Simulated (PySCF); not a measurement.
FOS, multiplicity 2. Atoms are numbered in the order given.

```xyz
3

O      0.5180    -1.2244     0.0000
S     -0.4590    -0.1221     0.0000
F      0.3555     1.3053     0.0000
```
Charge 0, spin multiplicity 2.

Geometry optimised at PBE-D3(BJ)/def2-TZVP. The isomer is the one that the SMILES or the coordinates give; other isomers of the formula were not compared.

Calculation: PBE-D3(BJ)/def2-TZVP in PySCF 2.14.0.

Frequencies are harmonic and unscaled.

Computed vibrational spectrum:
| mode | ν (cm⁻¹) | IR (km/mol) | moving atoms (share of kinetic energy) |
|---|---|---|---|
| 1 | 369 | 7.6 | O 44 %, F 36 %, S 20 % |
| 2 | 711 | 147.1 | F 59 %, S 40 % |
| 3 | 1181 | 64.4 | O 66 %, S 34 % |
